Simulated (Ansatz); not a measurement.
Ansatz (a program for electronic structure) input (CCSD(T)/def2-SVPD):

Ansatz 0.2 input:
```yaml
crystal:
  periodic: [false, false, false]
  atoms:
    - {symbol: Sn, position_ang: [-0.00000000, -0.00000000, -0.99765710]}
    - {symbol: Br, position_ang: [0.00000000, 0.00000000, 1.42522443]}
basis:
  gaussian:
    orbitals: def2-SVPD
total_charge: 1
magnetization: {spin_polarized: false}
correlation: {method: ccsd_t, electrons: outside_noble_gas}
output: {forces: true}
```

End of the output:

```
integrals: 0.06 GiB planned
819 factors; integrals over basis functions are off by at most 2.0e-4 eV
mean field: 0.28 GiB planned
mean field evaluation 1: about -75787.7600 eV, gradient 2.8e1 eV
mean field evaluation 2: about -75787.8215 eV, gradient 2.8e1 eV
mean field evaluation 4: about -75790.6824 eV, gradient 1.8e0 eV
mean field evaluation 8: about -75790.7125 eV, gradient 1.5e-1 eV
mean field evaluation 16: about -75789.6402 eV, gradient 2.2e1 eV
mean field -75790.71286334 eV, -2785.2573249374 hartree, gradient 5.1e-6 eV, S^2 0.000000; 0 other end points of the search recorded, 0 dependent functions left out
23 core orbitals not correlated
reference -75790.71286334 eV, -2785.2573249374 hartree; 5, 5 occupied and 45, 45 virtual orbitals, 819 factors
densities: 0.16 GiB planned
second order -4.64047752 eV of doubles, -0.00000000 eV of singles
coupled cluster: 0.13 GiB planned
cycle   1  -4.98345537 eV  change   -3.4e-1 eV  update   8.0e-2
cycle   2  -5.13907041 eV  change   -1.6e-1 eV  update   2.7e-2
cycle   3  -5.18925141 eV  change   -5.0e-2 eV  update   1.8e-2
cycle   4  -5.18536648 eV  change    3.9e-3 eV  update   5.1e-3
cycle   5  -5.18458838 eV  change    7.8e-4 eV  update   2.0e-3
cycle   6  -5.18470969 eV  change   -1.2e-4 eV  update   6.3e-4
cycle   7  -5.18468383 eV  change    2.6e-5 eV  update   1.6e-4
cycle   8  -5.18470455 eV  change   -2.1e-5 eV  update   4.0e-5
cycle   9  -5.18470539 eV  change   -8.4e-7 eV  update   1.1e-5
cycle  10  -5.18470239 eV  change    3.0e-6 eV  update   3.6e-6
perturbative correction -0.19678966 eV, -0.0072318868 hartree
the calculation of the forces begins
Total energy: -75796.09435539 eV, -2785.4550911227 hartree
Atom 0 at    -0.000000    -0.000000    -0.997657 Å, force    -0.000000    -0.000000    -0.526705 eV/Å
Atom 1 at     0.000000     0.000000     1.425224 Å, force    -0.000000     0.000000     0.526705 eV/Å
Dipole moment:    -0.000000     0.000000    -0.827917 e Å
```
